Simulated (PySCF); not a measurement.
Mapped SMILES: `[Cl:1][CH:2]([Cl:3])[C:4]1=[CH:5][CH2:6][CH:7]=[CH:8][O:9]1` (H(Xn): hydrogen on atom n).

Geometry: GFN2-xTB; GIAO shifts from PySCF 2.14.0 with density-fitted response routines, gas phase, non-relativistic, averaged over equivalent atoms.

At PBE0/pcSseg-1 (197 basis functions, 48 s wall time on 1 thread of an Arm Neoverse N1, shared host):
```
atoms  δ (ppm)
   C4    164.0
   C8    148.2
   C5    111.5
   C7    106.8
   C2     81.5
   C6     25.5
   O9    167.4
H(C8)     6.39
H(C2)     5.87
H(C5)     5.62
H(C7)     4.82
H(C6)     3.13
```

Chemical shifts δ = σref − σ; TMS for 13C (σref 186.93), 1H (σref 31.72); 17O (σref 336.08) against H2O, all at this level.

Task: Estimate the result of repeating the calculation with BP86/pcSseg-1.

Result: 
| atoms | δ at BP86/pcSseg-1 | change |
| --- | --- | --- |
| C4 | 163.6 | -0.4 |
| C8 | 146.8 | -1.4 |
| C5 | 109.2 | -2.3 |
| C7 | 105.3 | -1.5 |
| C2 | 87.2 | +5.7 |
| C6 | 28.2 | +2.7 |
| O9 | 182.0 | +14.6 |
| H(C8) | 6.33 | -0.06 |
| H(C2) | 6.07 | +0.20 |
| H(C5) | 5.53 | -0.09 |
| H(C7) | 4.70 | -0.12 |
| H(C6) | 3.31 | +0.18 |

Referencing at the same level of theory: 13C (182.31 ppm), 1H (31.71 ppm) against TMS; H2O for 17O (334.23 ppm).

The largest change is at O9 (ether oxygen). Cost: 197 basis functions, 69 s wall time on 1 thread of an Arm Neoverse N1, shared host. The order of the carbon signals is the same at both levels.

Carbons that carry Cl, above all several Cl atoms, come out too deshielded, partly because spin–orbit coupling is missing. Experimental scales use liquid or dissolved standards, which lie at an offset from isolated H2O (liquid H2O: subtract about 36 ppm).
